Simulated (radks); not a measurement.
Q: Numerical settings for neutral technetium, [Kr] 4d5 5s2. Calculated with a radial shooting solver on a logarithmic mesh with Libxc functionals: non-relativistic Kohn-Sham, TPSS, spin-polarised, spherical densities, point nucleus; open shells are filled with parallel spins first (spin-orbit coupling, left out, can overturn this in heavy ions); meta-GGA in the generalised Kohn-Sham scheme; relativity is left out, which matters for an element this heavy. The defaults (mesh step 0.008 in ln r, mesh end at 40 bohr or more with all orbitals vanishing there, Anderson mixing 0.5 over 9 steps, residual threshold near 1e-9 with the energy settled to 1e-9 hartree or 1e-11 of itself, here a cap of 57 iterations) give E = -4206.670 hartree and 5s at -4.013 eV in 10 iterations. Run on one thread of a shared host, so times are rough (Arm Neoverse N1): 0.23 s of CPU time, 0.23 s wall, 10 iterations on 2725 mesh points. One setting is changed at a time: mesh step in ln r 0.03; mesh step in ln r 0.012; mesh step in ln r 0.12; mesh end (bohr) 2; mesh end (bohr) 3; residual threshold 0.1; residual threshold 1e-13; mixing 0.2; linear mixing, mixing 1; linear mixing, mixing 0.5; mixing history 20; iteration cap 5. Which runs fail to converge, and which converge to a wrong energy?

A: Not converged within the cap: mesh step in ln r 0.12; residual threshold 1e-13; linear mixing, mixing 1; iteration cap 5. Settled on a wrong energy, with an occupied level pushed above zero by the early mesh end: mesh end (bohr) 2 (+16.4 hartree); mesh end (bohr) 3 (+2.54 hartree). Apart from these: no run marked as converged misses the energy by more than 1 mhartree.
